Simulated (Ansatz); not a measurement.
Species: CH₄OSi₂, SMILES `O=[Si]1C[SiH2]1` (charge 0, multiplicity 1).

Task: Give a relaxed geometry from B3LYP-D3(BJ)/def2-TZVP in Ansatz (an electronic-structure program).

Result: the end point of this relaxation (outside a Z-matrix the atoms follow the SMILES, hydrogens last).
Bonds (Å): O1–Si2 1.522, Si2–C3 1.855, Si2–Si4 2.253, C3–Si4 1.958, C3–H5 1.091, C3–H6 1.091, Si4–H7 1.478, Si4–H8 1.478. Angles (°): O1–Si2–C3 141.5, O1–Si2–Si4 162.6, C3–Si2–Si4 55.9, Si2–C3–Si4 72.4, Si2–C3–H5 118.9, Si2–C3–H6 118.9, Si4–C3–H5 116.3, Si4–C3–H6 116.3, H5–C3–H6 109.8, Si2–Si4–C3 51.7, Si2–Si4–H7 123.0, Si2–Si4–H8 123.0, C3–Si4–H7 116.0, C3–Si4–H8 116.0, H7–Si4–H8 111.9.
